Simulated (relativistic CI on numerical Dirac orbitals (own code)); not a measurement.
**Radial parameters of Er63+**

Computed by Dirac-Coulomb-Breit CI, KLI orbitals optimised for each configuration, QED by a radiative potential, unscaled Slater integrals (own radial code, finite nucleus).

Slater integrals F^k, G^k are unscaled and averaged over j, outside the closed core 1s2; ζ comes from projecting the Hamiltonian with its Breit term on Σ l·s of the shell.

- 2s²2p: ζ(2p) = 5.3833e+06 cm⁻¹; <r>(2p) = 0.07231, <r^2>(2p) = 0.006359 (bohr units).
- 2s2p²: F^2(2p,2p) = 1.3032e+06, G^1(2s,2p) = 1.3894e+06, ζ(2p) = 5.3686e+06 cm⁻¹; <r>(2s) = 0.08234, <r^2>(2s) = 0.008033, <r>(2p) = 0.07235, <r^2>(2p) = 0.006366 (bohr units).
- 2p³: F^2(2p,2p) = 1.3016e+06, ζ(2p) = 5.3541e+06 cm⁻¹; <r>(2p) = 0.07244, <r^2>(2p) = 0.006382 (bohr units).

Averages of the first 10 configurations, taken without configuration mixing, which lowers the lowest level and can move excited configurations by several eV; other configurations of the list can lie among them:

```tsv
Configuration	Parity	States	Average energy above the lowest level (eV)
2s²2p	odd	6	671.6
2s2p²	even	30	1555.8
2p³	odd	20	2497.2
2p²3s	even	30	10501.3
2p²3p	odd	90	10765.1
2p²3d	even	150	10964.8
2s²3s	even	2	8746.1
2s²3p	odd	6	9020.4
2s²3d	even	10	9220.0
2s2p3s	odd	24	9594.9
```
